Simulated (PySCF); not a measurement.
C$_{4}$H$_{9}$BrOSi, singlet, geometry from GFN2-xTB; CASSCF(6,4)/STO-3G run with PySCF.

Here is a job for PySCF.
```python
from pyscf import gto, scf, mcscf
import numpy

mol = gto.Mole()
mol.atom = '''
    Si    0.338436   -0.902305   -0.109729
    Br    0.516787    0.724905    1.395019
    C     1.656648   -0.576562   -1.411135
    C     2.632551    0.315367   -1.330328
    O    -1.171234   -0.919041   -0.668000
    C    -1.980212    0.090708   -1.213630
    C    -3.426224   -0.374670   -1.228590
    H     0.396854   -2.172098    0.581284
    H     1.596663   -1.199118   -2.297012
    H     2.747868    0.963478   -0.475113
    H     3.360737    0.444166   -2.116262
    H    -1.636571    0.311267   -2.231623
    H    -1.881921    1.002877   -0.612107
    H    -3.758570   -0.585153   -0.215218
    H    -4.056457    0.399774   -1.656336
    H    -3.520956   -1.281324   -1.820988
'''
mol.basis = 'sto-3g'
mol.charge = 0
mol.spin = 0
mol.verbose = 4
mol.build()

mf = scf.RHF(mol)
mf.kernel()
mc = mcscf.CASSCF(mf, 4, 6)
mc.fix_spin_(ss=0.0)
mc.kernel()
occ = numpy.linalg.eigvalsh(mc.fcisolver.make_rdm1(mc.ci, mc.ncas, mc.nelecas))[::-1]
ss = mc.fcisolver.spin_square(mc.ci, mc.ncas, mc.nelecas)[0]
print('natural occupations', occ.round(4), ' <S^2>', round(ss, 4))
```

Output, abridged:

```
PySCF version 2.14.0

[INPUT] verbose = 4
[INPUT] num. atoms = 16
[INPUT] num. electrons = 90
[INPUT] charge = 0
[INPUT] spin (= nelec alpha-beta = 2S) = 0
[INPUT] symmetry False subgroup None
[INPUT] Mole.unit = angstrom
[INPUT] Symbol           X                Y                Z      unit          X                Y                Z       unit  Magmom
[...]
nuclear repulsion = 604.540648106293
number of shells = 37
number of NR pGTOs = 183
number of NR cGTOs = 61
basis = sto-3g
ecp = {}

******** <class 'pyscf.scf.hf.RHF'> ********
method = RHF
initial guess = minao
damping factor = 0
level_shift factor = 0
DIIS = <class 'pyscf.scf.diis.CDIIS'>
diis_start_cycle = 1
diis_space = 8
diis_damp = 0
SCF conv_tol = 1e-09
SCF conv_tol_grad = None
SCF max_cycles = 50
direct_scf = True
direct_scf_tol = 1e-13
Set gradient conv threshold to 3.16228e-05
Initial guess from minao.
init E= -3056.22800899831
[...]
cycle= 1 E= -3058.89468364342  delta_E= -2.67  |g|= 0.52  |ddm|= 4.76
[...]
cycle= 2 E= -3059.00993991109  delta_E= -0.115  |g|= 0.152  |ddm|= 1.06
[...]
cycle= 3 E= -3059.01884497706  delta_E= -0.00891  |g|= 0.0404  |ddm|= 0.28
[...]
cycle= 4 E= -3059.0197592736  delta_E= -0.000914  |g|= 0.0072  |ddm|= 0.0953
[...]
cycle= 5 E= -3059.01979684158  delta_E= -3.76e-05  |g|= 0.00327  |ddm|= 0.0199
[...]
cycle= 6 E= -3059.01980110513  delta_E= -4.26e-06  |g|= 0.000795  |ddm|= 0.00586
[...]
cycle= 7 E= -3059.019801671  delta_E= -5.66e-07  |g|= 0.0003  |ddm|= 0.00234
[...]
cycle= 8 E= -3059.0198017213  delta_E= -5.03e-08  |g|= 7.32e-05  |ddm|= 0.000728
[...]
cycle= 9 E= -3059.01980172492  delta_E= -3.63e-09  |g|= 1.17e-05  |ddm|= 0.000213
[...]
cycle= 10 E= -3059.019801725  delta_E= -7.82e-11  |g|= 2.68e-06  |ddm|= 2.96e-05
[...]
Extra cycle  E= -3059.01980172502  delta_E= -1.55e-11  |g|= 1.14e-06  |ddm|= 5.21e-06
converged SCF energy = -3059.01980172502

******** <class 'pyscf.mcscf.mc1step.CASSCF'> ********
CAS (3e+3e, 4o), ncore = 42, nvir = 15
max_cycle_macro = 50
max_cycle_micro = 4
conv_tol = 1e-07
conv_tol_grad = None
orbital rotation max_stepsize = 0.02
orbital rotation threshold for CI restart = 0.01
augmented hessian ah_max_cycle = 30
augmented hessian ah_conv_tol = 1e-12
augmented hessian ah_linear dependence = 1e-14
augmented hessian ah_level shift = 1e-08
augmented hessian ah_start_tol = 2.5
augmented hessian ah_start_cycle = 3
augmented hessian ah_grad_trust_region = 3
kf_trust_region = 3
kf_interval = 4
ci_response_space = 4
ci_grad_trust_region = 3
[...]
CASCI E = -3059.01983199271  S^2 = 0.0000000
[...]
macro iter  40 (  7 JK    2 micro), CASSCF E = -3059.06323399190  dE = -2.99850440e-05  S^2 = 0.0000000
               |grad[o]|=0.0003  |grad[c]|=0.00496  |ddm|=8.77e-05  |maxRot[o]|=0.0698
macro iter  41 (  7 JK    2 micro), CASSCF E = -3059.06325634564  dE = -2.23537472e-05  S^2 = 0.0000000
               |grad[o]|=0.000302  |grad[c]|=0.00554  |ddm|=9.1e-05  |maxRot[o]|=0.0698
macro iter  42 (  6 JK    1 micro), CASSCF E = -3059.06326704954  dE = -1.07038968e-05  S^2 = 0.0000000
               |grad[o]|=0.000258  |grad[c]|=0.00523  |ddm|=9.73e-05  |maxRot[o]|=0.0599
macro iter  43 (  7 JK    2 micro), CASSCF E = -3059.06327038851  dE = -3.33896605e-06  S^2 = 0.0000000
               |grad[o]|=0.000431  |grad[c]|=0.00239  |ddm|=0.000108  |maxRot[o]|=0.0342
macro iter  44 ( 21 JK    4 micro), CASSCF E = -3059.06325586429  dE =  1.45242220e-05  S^2 = 0.0000000
               |grad[o]|=0.000545  |grad[c]|=0.00258  |ddm|=0.000182  |maxRot[o]|=0.0497
macro iter  45 ( 21 JK    4 micro), CASSCF E = -3059.06325947672  dE = -3.61243838e-06  S^2 = 0.0000000
               |grad[o]|=0.00187  |grad[c]|=0.000522  |ddm|=6.94e-05  |maxRot[o]|=0.0118
macro iter  46 (  7 JK    2 micro), CASSCF E = -3059.06326826405  dE = -8.78732772e-06  S^2 = 0.0000000
               |grad[o]|=0.000563  |grad[c]|=0.00126  |ddm|=3.78e-05  |maxRot[o]|=0.0383
macro iter  47 ( 21 JK    4 micro), CASSCF E = -3059.06321952341  dE =  4.87406446e-05  S^2 = 0.0000000
               |grad[o]|=0.000443  |grad[c]|=0.00604  |ddm|=9.37e-05  |maxRot[o]|=0.105
macro iter  48 ( 21 JK    4 micro), CASSCF E = -3059.06322176050  dE = -2.23709503e-06  S^2 = 0.0000000
               |grad[o]|=0.00137  |grad[c]|=0.00029  |ddm|=5.46e-05  |maxRot[o]|=0.0211
macro iter  49 (  7 JK    2 micro), CASSCF E = -3059.06324196381  dE = -2.02033043e-05  S^2 = 0.0000000
               |grad[o]|=0.000841  |grad[c]|=0.000732  |ddm|=8.87e-05  |maxRot[o]|=0.033
macro iter  50 (  7 JK    2 micro), CASSCF E = -3059.06326257768  dE = -2.06138739e-05  S^2 = 0.0000000
               |grad[o]|=0.000552  |grad[c]|=0.00179  |ddm|=7.13e-05  |maxRot[o]|=0.048
1-step CASSCF not converged,  50 macro (460 JK 116 micro) steps
CASSCF canonicalization
Density matrix diagonal elements [1.92474528 1.98482686 1.97400892 0.11641894]
CASSCF energy = -3059.06326257768
CASCI E = -3059.06326257768  E(CI) = -9.52230339881862  S^2 = 0.0000000
natural occupations [1.9996 1.9988 1.8852 0.1163]  <S^2> 0.0
```

Convergence was not reached.
